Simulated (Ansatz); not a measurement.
Ansatz (a quantum-chemistry and plane-wave program) input (B3LYP-D3(BJ)/def2-TZVP):

Ansatz 0.2 input:
```yaml
crystal:
  periodic: [false, false, false]
  atoms:
    - {symbol: F, position_ang: [-0.00000000, -0.00000000, -1.20332382]}
    - {symbol: B, position_ang: [0.00000000, 0.00000000, 0.02582666]}
    - {symbol: O, position_ang: [0.00000000, 0.00000000, 1.33759763]}
basis:
  gaussian:
    orbitals: def2-TZVP
hamiltonian:
  xc: b3lyp
  dispersion: d3bj
total_charge: 1
magnetization: {spin_polarized: true, initial_magnetization: 1}
phonons: {temperatures: {t_min: 298.15, t_max: 298.15, t_step: 100}}
```

Output:

```
Functional definition: B3LYP
integrals: 0.01 GiB planned
476 factors; their error is unknown
mean field: 0.24 GiB planned
mean field evaluation 1: about -5422.2769 eV, gradient 6.0e1 eV
mean field evaluation 2: about -5397.6528 eV, gradient 1.1e2 eV
mean field evaluation 4: about -5431.6516 eV, gradient 8.0e0 eV
mean field evaluation 8: about -5431.8700 eV, gradient 1.1e-1 eV
mean field evaluation 16: about -5431.8700 eV, gradient 2.4e-5 eV
mean field -5431.87001457 eV, -199.6175411816 hartree, gradient 2.4e-5 eV, S^2 0.752854; 0 other end points of the search recorded, 0 dependent functions left out
the calculation of the forces begins
reference -5431.87014583 eV, -199.6175460056 hartree; 11, 10 occupied and 82, 83 virtual orbitals, 476 factors
these checks for a lower state are left out or cut short: stability, starts, cluster_reference, orbital_swaps, neighbouring_geometries, increment
integrals: 0.01 GiB planned
476 factors; their error is unknown
mean field: 0.24 GiB planned
mean field -5431.87001058 eV, -199.6175410352 hartree, gradient 2.1e-6 eV, S^2 0.752854; 0 other end points of the search recorded, 0 dependent functions left out
the calculation of the forces begins
reference -5431.87014185 eV, -199.6175458593 hartree; 11, 10 occupied and 82, 83 virtual orbitals, 476 factors
these checks for a lower state are left out or cut short: stability, starts, cluster_reference, orbital_swaps, neighbouring_geometries, increment
integrals: 0.01 GiB planned
476 factors; their error is unknown
mean field: 0.24 GiB planned
mean field -5431.87001058 eV, -199.6175410352 hartree, gradient 2.1e-6 eV, S^2 0.752854; 0 other end points of the search recorded, 0 dependent functions left out
the calculation of the forces begins
reference -5431.87014185 eV, -199.6175458593 hartree; 11, 10 occupied and 82, 83 virtual orbitals, 476 factors
these checks for a lower state are left out or cut short: stability, starts, cluster_reference, orbital_swaps, neighbouring_geometries, increment
integrals: 0.01 GiB planned
476 factors; their error is unknown
mean field: 0.24 GiB planned
mean field evaluation 32: about -5431.8700 eV, gradient 1.3e-1 eV
mean field -5431.87000956 eV, -199.6175409974 hartree, gradient 1.1e-6 eV, S^2 0.752854; 0 other end points of the search recorded, 0 dependent functions left out
the calculation of the forces begins
reference -5431.87014082 eV, -199.6175458214 hartree; 11, 10 occupied and 82, 83 virtual orbitals, 476 factors
these checks for a lower state are left out or cut short: stability, starts, cluster_reference, orbital_swaps, neighbouring_geometries, increment
integrals: 0.01 GiB planned
476 factors; their error is unknown
mean field: 0.24 GiB planned
mean field -5431.87000956 eV, -199.6175409974 hartree, gradient 1.1e-6 eV, S^2 0.752854; 0 other end points of the search recorded, 0 dependent functions left out
the calculation of the forces begins
reference -5431.87014082 eV, -199.6175458214 hartree; 11, 10 occupied and 82, 83 virtual orbitals, 476 factors
these checks for a lower state are left out or cut short: stability, starts, cluster_reference, orbital_swaps, neighbouring_geometries, increment
integrals: 0.01 GiB planned
476 factors; their error is unknown
mean field: 0.24 GiB planned
mean field -5431.86978688 eV, -199.6175328141 hartree, gradient 2.1e-6 eV, S^2 0.752847; 0 other end points of the search recorded, 0 dependent functions left out
the calculation of the forces begins
reference -5431.86991814 eV, -199.6175376381 hartree; 11, 10 occupied and 82, 83 virtual orbitals, 476 factors
these checks for a lower state are left out or cut short: stability, starts, cluster_reference, orbital_swaps, neighbouring_geometries, increment
integrals: 0.01 GiB planned
476 factors; their error is unknown
mean field: 0.24 GiB planned
mean field -5431.86980628 eV, -199.6175335273 hartree, gradient 2.1e-6 eV, S^2 0.752862; 0 other end points of the search recorded, 0 dependent functions left out
the calculation of the forces begins
reference -5431.86993755 eV, -199.6175383514 hartree; 11, 10 occupied and 82, 83 virtual orbitals, 476 factors
these checks for a lower state are left out or cut short: stability, starts, cluster_reference, orbital_swaps, neighbouring_geometries, increment
integrals: 0.01 GiB planned
476 factors; their error is unknown
mean field: 0.24 GiB planned
mean field evaluation 64: about -5431.8700 eV, gradient 1.9e-5 eV
mean field -5431.86999961 eV, -199.6175406320 hartree, gradient 2.2e-6 eV, S^2 0.752854; 0 other end points of the search recorded, 0 dependent functions left out
the calculation of the forces begins
reference -5431.87013088 eV, -199.6175454560 hartree; 11, 10 occupied and 82, 83 virtual orbitals, 476 factors
these checks for a lower state are left out or cut short: stability, starts, cluster_reference, orbital_swaps, neighbouring_geometries, increment
integrals: 0.01 GiB planned
476 factors; their error is unknown
mean field: 0.24 GiB planned
mean field -5431.86999961 eV, -199.6175406320 hartree, gradient 2.2e-6 eV, S^2 0.752854; 0 other end points of the search recorded, 0 dependent functions left out
the calculation of the forces begins
reference -5431.87013088 eV, -199.6175454560 hartree; 11, 10 occupied and 82, 83 virtual orbitals, 476 factors
these checks for a lower state are left out or cut short: stability, starts, cluster_reference, orbital_swaps, neighbouring_geometries, increment
integrals: 0.01 GiB planned
476 factors; their error is unknown
mean field: 0.24 GiB planned
mean field -5431.86999575 eV, -199.6175404902 hartree, gradient 2.1e-6 eV, S^2 0.752854; 0 other end points of the search recorded, 0 dependent functions left out
the calculation of the forces begins
reference -5431.87012702 eV, -199.6175453142 hartree; 11, 10 occupied and 82, 83 virtual orbitals, 476 factors
these checks for a lower state are left out or cut short: stability, starts, cluster_reference, orbital_swaps, neighbouring_geometries, increment
integrals: 0.01 GiB planned
476 factors; their error is unknown
mean field: 0.24 GiB planned
mean field -5431.86999575 eV, -199.6175404902 hartree, gradient 2.1e-6 eV, S^2 0.752854; 0 other end points of the search recorded, 0 dependent functions left out
the calculation of the forces begins
reference -5431.87012702 eV, -199.6175453142 hartree; 11, 10 occupied and 82, 83 virtual orbitals, 476 factors
these checks for a lower state are left out or cut short: stability, starts, cluster_reference, orbital_swaps, neighbouring_geometries, increment
integrals: 0.01 GiB planned
476 factors; their error is unknown
mean field: 0.24 GiB planned
mean field evaluation 96: about -5431.8697 eV, gradient 1.9e-5 eV
mean field -5431.86965716 eV, -199.6175280471 hartree, gradient 2.1e-6 eV, S^2 0.752858; 0 other end points of the search recorded, 0 dependent functions left out
the calculation of the forces begins
reference -5431.86978840 eV, -199.6175328700 hartree; 11, 10 occupied and 82, 83 virtual orbitals, 476 factors
these checks for a lower state are left out or cut short: stability, starts, cluster_reference, orbital_swaps, neighbouring_geometries, increment
integrals: 0.01 GiB planned
476 factors; their error is unknown
mean field: 0.24 GiB planned
mean field -5431.86965598 eV, -199.6175280039 hartree, gradient 2.1e-6 eV, S^2 0.752852; 0 other end points of the search recorded, 0 dependent functions left out
the calculation of the forces begins
reference -5431.86978728 eV, -199.6175328290 hartree; 11, 10 occupied and 82, 83 virtual orbitals, 476 factors
these checks for a lower state are left out or cut short: stability, starts, cluster_reference, orbital_swaps, neighbouring_geometries, increment
integrals: 0.01 GiB planned
476 factors; their error is unknown
mean field: 0.24 GiB planned
mean field -5431.87001107 eV, -199.6175410531 hartree, gradient 2.4e-6 eV, S^2 0.752854; 0 other end points of the search recorded, 0 dependent functions left out
the calculation of the forces begins
reference -5431.87014234 eV, -199.6175458771 hartree; 11, 10 occupied and 82, 83 virtual orbitals, 476 factors
these checks for a lower state are left out or cut short: stability, starts, cluster_reference, orbital_swaps, neighbouring_geometries, increment
integrals: 0.01 GiB planned
476 factors; their error is unknown
mean field: 0.24 GiB planned
mean field -5431.87001107 eV, -199.6175410531 hartree, gradient 2.4e-6 eV, S^2 0.752854; 0 other end points of the search recorded, 0 dependent functions left out
the calculation of the forces begins
reference -5431.87014234 eV, -199.6175458771 hartree; 11, 10 occupied and 82, 83 virtual orbitals, 476 factors
these checks for a lower state are left out or cut short: stability, starts, cluster_reference, orbital_swaps, neighbouring_geometries, increment
integrals: 0.01 GiB planned
476 factors; their error is unknown
mean field: 0.24 GiB planned
mean field evaluation 128: about -5431.8700 eV, gradient 1.4e-6 eV
mean field -5431.87001017 eV, -199.6175410199 hartree, gradient 1.4e-6 eV, S^2 0.752854; 0 other end points of the search recorded, 0 dependent functions left out
the calculation of the forces begins
reference -5431.87014144 eV, -199.6175458439 hartree; 11, 10 occupied and 82, 83 virtual orbitals, 476 factors
these checks for a lower state are left out or cut short: stability, starts, cluster_reference, orbital_swaps, neighbouring_geometries, increment
integrals: 0.01 GiB planned
476 factors; their error is unknown
mean field: 0.24 GiB planned
mean field -5431.87001017 eV, -199.6175410199 hartree, gradient 1.4e-6 eV, S^2 0.752854; 0 other end points of the search recorded, 0 dependent functions left out
the calculation of the forces begins
reference -5431.87014144 eV, -199.6175458439 hartree; 11, 10 occupied and 82, 83 virtual orbitals, 476 factors
these checks for a lower state are left out or cut short: stability, starts, cluster_reference, orbital_swaps, neighbouring_geometries, increment
integrals: 0.01 GiB planned
476 factors; their error is unknown
mean field: 0.24 GiB planned
mean field -5431.86986417 eV, -199.6175356547 hartree, gradient 2.1e-6 eV, S^2 0.752859; 0 other end points of the search recorded, 0 dependent functions left out
the calculation of the forces begins
reference -5431.86999547 eV, -199.6175404799 hartree; 11, 10 occupied and 82, 83 virtual orbitals, 476 factors
these checks for a lower state are left out or cut short: stability, starts, cluster_reference, orbital_swaps, neighbouring_geometries, increment
integrals: 0.01 GiB planned
476 factors; their error is unknown
mean field: 0.24 GiB planned
mean field -5431.86984586 eV, -199.6175349816 hartree, gradient 2.1e-6 eV, S^2 0.752850; 0 other end points of the search recorded, 0 dependent functions left out
the calculation of the forces begins
reference -5431.86997709 eV, -199.6175398045 hartree; 11, 10 occupied and 82, 83 virtual orbitals, 476 factors
Total energy: -5431.91163186 eV, -199.6190705888 hartree
Atom 0 at    -0.000000    -0.000000    -1.203324 Å, force     0.000000    -0.000000    -0.000049 eV/Å
Atom 1 at     0.000000     0.000000     0.025827 Å, force    -0.000000     0.000000     0.000083 eV/Å
Atom 2 at     0.000000     0.000000     1.337598 Å, force     0.000000    -0.000000    -0.000033 eV/Å
Dipole moment:    -0.000000     0.000000     0.048431 e Å
Vibrations: 397.08 445.38 984.39 1944.03 cm⁻¹, zero-point energy 0.233765 eV
```
